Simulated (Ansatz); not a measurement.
The same path of C2H8AlClN2 (14 atoms, charge 0, multiplicity 1) was run 3 times with different band settings. Lost on the way: C5–H6. Made: Al1–C5, N2–H6.

All numbers below come from RKS BHLYP/6-31G in Ansatz 0.2.0.

Relaxed end points:

```xyz
14
Properties=species:S:1:pos:R:3
Al 0.670 -1.120 -0.449
N 0.737 -2.457 0.711
N -0.121 0.444 -0.159
C -0.164 1.540 -1.116
C -0.800 0.760 1.089
H -0.756 -0.075 1.784
Cl 1.633 -1.440 -2.387
H 0.344 -2.444 1.632
H 1.189 -3.330 0.515
H 0.317 2.433 -0.712
H 0.344 1.272 -2.036
H -1.195 1.802 -1.365
H -1.853 0.992 0.917
H -0.346 1.624 1.578
```

```xyz
14
Properties=species:S:1:pos:R:3
Al -0.312 -1.088 -0.314
N 1.053 -1.800 0.998
N -0.142 0.666 -0.416
C 0.183 1.981 -0.872
C -1.409 0.364 0.364
H 1.236 -1.029 1.628
Cl -0.308 -2.843 -1.663
H 1.905 -2.062 0.518
H 0.701 -2.599 1.507
H 0.323 2.678 -0.039
H 1.109 1.960 -1.443
H -0.594 2.404 -1.517
H -2.332 0.641 -0.142
H -1.413 0.726 1.390
```

Common settings: movable images 7; climbing image yes; optimiser quadratic models (default); start path through a guess of the saddle point; force threshold 0.05 eV/Å; end points relaxed.

| run | spring | iteration limit |
| --- | --- | --- |
| 1 | 5.0 eV/Å² | 59 |
| 2 | 50.0 eV/Å² | 60 |
| 3 | 0.1 eV/Å² | 60 |

**Question.** What does each run give, and how far can it be trusted?

**Answer.** Run 1: converged after 15 iterations, highest image 3.137 eV above the first end. Neighbouring images differ by up to 2.3 eV, so the band resolves the path poorly. A vibrational analysis at the climbing image gives one clearly imaginary mode, 1506i cm⁻¹: a first-order saddle point.
Run 2: converged after 16 iterations, highest image 3.137 eV above the first end. Neighbouring images differ by up to 2.3 eV, so the band resolves the path poorly. Another band between the same ends (7 images) ends at a top of the same energy, where a vibrational analysis finds 1 clearly imaginary mode.
Run 3: converged after 16 iterations, highest image 3.137 eV above the first end. Neighbouring images differ by up to 2.3 eV, so the band resolves the path poorly. Another band between the same ends (7 images) ends at a top of the same energy, where a vibrational analysis finds 1 clearly imaginary mode.
The orbitals stay closed-shell, which can raise the energy where a bond breaks towards radicals; this wasn't checked here. Limits of this set-up: no polarisation functions.
